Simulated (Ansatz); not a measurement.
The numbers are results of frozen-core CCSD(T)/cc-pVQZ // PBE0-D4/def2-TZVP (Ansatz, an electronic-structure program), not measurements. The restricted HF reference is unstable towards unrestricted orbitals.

Ansatz 0.2 input:
```yaml
crystal:
  periodic: [false, false, false]
  atoms:
    - { symbol: O, position_ang: [1.94261, 0.105887, 0.40644] }
    - { symbol: Si, position_ang: [0.542137, 0.441523, -0.375357] }
    - { symbol: Si, position_ang: [-1.491017, -0.06883, 0.304772] }
    - { symbol: H, position_ang: [1.951681, -0.674285, 0.965858] }
    - { symbol: H, position_ang: [0.844146, 1.675365, -1.144544] }
    - { symbol: H, position_ang: [-1.480065, -1.484545, 0.786763] }
    - { symbol: H, position_ang: [-2.309493, 0.004884, -0.943932] }
basis:
  gaussian: { orbitals: cc-pVQZ }
correlation:
  method: ccsd_t
```

Output:

```
Functional definition: HF
1729 factors; integrals over basis functions are off by at most 8.8e-4 eV
mean field evaluation 1: about -17823.3672 eV, gradient 3.5e1 eV
mean field evaluation 2: about -17823.4527 eV, gradient 3.5e1 eV
mean field evaluation 4: about -17826.0191 eV, gradient 3.0e0 eV
mean field evaluation 8: about -17826.0718 eV, gradient 2.0e-1 eV
mean field evaluation 16: about -17826.0722 eV, gradient 2.1e-6 eV
mean field evaluation 32: about -17816.9504 eV, gradient 3.6e0 eV
mean field -17826.07220828 eV, -655.0960707085 hartree, gradient 2.1e-6 eV, S^2 0.000000; 0 other end points of the search recorded, 0 dependent functions left out; unrestricted orbitals would lower it
11 core orbitals not correlated
reference -17826.07220828 eV, -655.0960707085 hartree; 9, 9 occupied and 273, 273 virtual orbitals, 1729 factors
second order -14.14130586 eV of doubles, -0.00000000 eV of singles
cycle   1  -14.44315900 eV  change   -3.0e-1 eV  update   1.0e-1
cycle   2  -14.86318316 eV  change   -4.2e-1 eV  update   3.6e-2
cycle   3  -14.97321461 eV  change   -1.1e-1 eV  update   2.1e-2
cycle   4  -14.95829523 eV  change    1.5e-2 eV  update   7.0e-3
cycle   5  -14.95458005 eV  change    3.7e-3 eV  update   3.3e-3
cycle   6  -14.95565064 eV  change   -1.1e-3 eV  update   1.4e-3
cycle   7  -14.95504202 eV  change    6.1e-4 eV  update   5.5e-4
cycle   8  -14.95513413 eV  change   -9.2e-5 eV  update   2.5e-4
cycle   9  -14.95529101 eV  change   -1.6e-4 eV  update   8.8e-5
cycle  10  -14.95526072 eV  change    3.0e-5 eV  update   3.2e-5
cycle  11  -14.95525534 eV  change    5.4e-6 eV  update   1.4e-5
perturbative correction -0.67862917 eV, -0.0249391621 hartree
Total energy: -17841.70609279 eV, -655.6706053675 hartree
```

Cost: about 29 core-minutes (a rough figure).
